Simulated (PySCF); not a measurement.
Gas-phase reaction: 2 GeH₃F + GeF₂ = 2 GeH₂F₂ + GeH₂. Level: ωB97M-V/def2-TZVP†; standard pressure 1 bar.

Method: PySCF energies plus ideal-gas RRHO corrections (1 bar). † marks an energy on the PBE0/def2-TZVP geometry and frequencies. All species are closed-shell singlets. Ge: all electrons, no relativistic terms. GeH₂F₂, GeH₂: computed as isolated molecules; such fragments, hydroxides, amides, oligomers or adducts are transient or little studied in the gas. The harmonic model lacks anharmonicity and excited electronic states, which grow with temperature; levels with a mode under 35 cm⁻¹ are left out.

| T (K) | 1000/T (1/K) | log10 K |
|---|---|---|
| 800 | 1.2500 | -7.71 |
| 1000 | 1.0000 | -6.12 |
| 1200 | 0.8333 | -5.06 |
| 1400 | 0.7143 | ? |
| 1600 | 0.6250 | -3.73 |
| 1800 | 0.5556 | -3.29 |

Task: Fit log10 K = a + b·(1000/T) to the five rows, get the mean ΔH° and ΔS°, and predict log10 K at 1400 K.

Result: Means: 1000/T = 0.8528, log10 K = -5.182. Sums of products about the means: Sxy = -2.03764, Sxx = 0.320037, so b = Sxy/Sxx = -6.37 and a = -5.182 − (-6.37)×0.8528 = 0.25.
ΔH° = −R ln 10 × 1000 K × b = −19.145 × (-6.37) = 122 kJ; ΔS° = R ln 10 × a = 5 J/K. The run's own values go from 121 kJ and 4 J/K at 800 K to 123 kJ and 5 J/K at 1800 K.
Prediction at 1400 K: 0.25 + (-6.37)×0.7143 = -4.30. The computed value is -4.30, 0.00 from the line.
For scale, ΔH°(298 K) is 119 kJ at this level, 118 kJ at ωB97X-V/def2-TZVP†, and runs from 88 to 184 kJ over the 20 levels computed.
